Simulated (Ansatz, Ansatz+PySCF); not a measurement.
```xyz
3

Si    0.0000    0.0000   -0.1449
H     0.0000    1.1839    1.0142
H     0.0000   -1.1839    1.0142
```

Basis set: def2-SVP (spherical functions). Left uncorrelated: 5 orbitals. Charge 0, multiplicity 1.

Computed with Ansatz (development build ahead of 0.2.0); each method stands on the lowest determinant of its kind that the runs found. Restricted open shells among the atoms or ions are ROHF, correlated in semicanonical orbitals with singles.

(1) Give the atomization energy at this shape (free ground-state atoms in the same class of orbitals less the molecule, no zero-point energy) of singlet SiH2 by RHF-CCSD(T), RHF-MP2, UHF-MP2, UHF, RHF.

Answers

(1)

| method | atomization energy |
| --- | --- |
| RHF-CCSD(T) | 5.97 eV |
| RHF-MP2 | 5.64 eV |
| UHF-MP2 | 5.51 eV |
| UHF | 4.51 eV |
| RHF | 4.53 eV |

Caution: the shape is not the minimum. Caution for UHF-MP2: another reference gives a lower total. Caution for UHF-MP2, UHF: the determinant breaks the point group; the unrestricted determinant is spin contaminated.
